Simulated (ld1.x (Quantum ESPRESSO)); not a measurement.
# u(r) = r·R(r): atom against pseudo-atom (lithium)

Columns: radius, all-electron u(r) and pseudo u(r) of the 2s shell (level -3.13 eV) of lithium in the configuration 1s2 2s0.5 2p0.5; LDA (PZ), scalar-relativistic, PAW scheme, ld1.x (Quantum ESPRESSO) 7.5.

```json
{"r (bohr)": "0.240", "all-electron": "0.1888", "pseudo": "0.2285"}
{"r (bohr)": "0.480", "all-electron": "0.1584", "pseudo": "0.2347"}
{"r (bohr)": "0.720", "all-electron": "0.0576", "pseudo": "0.0843"}
{"r (bohr)": "0.960", "all-electron": "-0.0581", "pseudo": "-0.0573"}
{"r (bohr)": "1.200", "all-electron": "-0.1670", "pseudo": "-0.1670"}
{"r (bohr)": "1.440", "all-electron": "-0.2611", "pseudo": "-0.2611"}
{"r (bohr)": "1.680", "all-electron": "-0.3385", "pseudo": "-0.3385"}
{"r (bohr)": "1.920", "all-electron": "-0.3997", "pseudo": "-0.3997"}
{"r (bohr)": "2.160", "all-electron": "-0.4461", "pseudo": "-0.4461"}
{"r (bohr)": "2.400", "all-electron": "-0.4792", "pseudo": "-0.4792"}
{"r (bohr)": "2.640", "all-electron": "-0.5006", "pseudo": "-0.5006"}
{"r (bohr)": "2.880", "all-electron": "-0.5120", "pseudo": "-0.5120"}
{"r (bohr)": "3.120", "all-electron": "-0.5149", "pseudo": "-0.5149"}
{"r (bohr)": "3.360", "all-electron": "-0.5108", "pseudo": "-0.5108"}
{"r (bohr)": "3.600", "all-electron": "-0.5011", "pseudo": "-0.5011"}
{"r (bohr)": "3.840", "all-electron": "-0.4869", "pseudo": "-0.4869"}
{"r (bohr)": "4.080", "all-electron": "-0.4692", "pseudo": "-0.4692"}
{"r (bohr)": "4.320", "all-electron": "-0.4491", "pseudo": "-0.4491"}
{"r (bohr)": "4.560", "all-electron": "-0.4272", "pseudo": "-0.4272"}
{"r (bohr)": "4.800", "all-electron": "-0.4043", "pseudo": "-0.4043"}
{"r (bohr)": "5.040", "all-electron": "-0.3807", "pseudo": "-0.3807"}
{"r (bohr)": "5.280", "all-electron": "-0.3571", "pseudo": "-0.3571"}
{"r (bohr)": "5.520", "all-electron": "-0.3336", "pseudo": "-0.3336"}
{"r (bohr)": "5.760", "all-electron": "-0.3106", "pseudo": "-0.3106"}
{"r (bohr)": "6.000", "all-electron": "-0.2883", "pseudo": "-0.2883"}
{"r (bohr)": "6.240", "all-electron": "-0.2669", "pseudo": "-0.2669"}
```

(1) How many radial nodes do the two functions have?

(2) At about which radius was the pseudo-wave matched?

(3) Is the pseudo-wave norm-conserving?

Results:

(1) The all-electron 2s function has n − l − 1 = 1; the pseudo-wave has 1, since 1 lower shell of the same l stays in the valence.

(2) 1.10 bohr, where the columns begin to agree (steps of 0.24 bohr).

(3) No, it belongs to a PAW set: the norm inside the radius is not constrained, and the difference is carried by the augmentation charge.
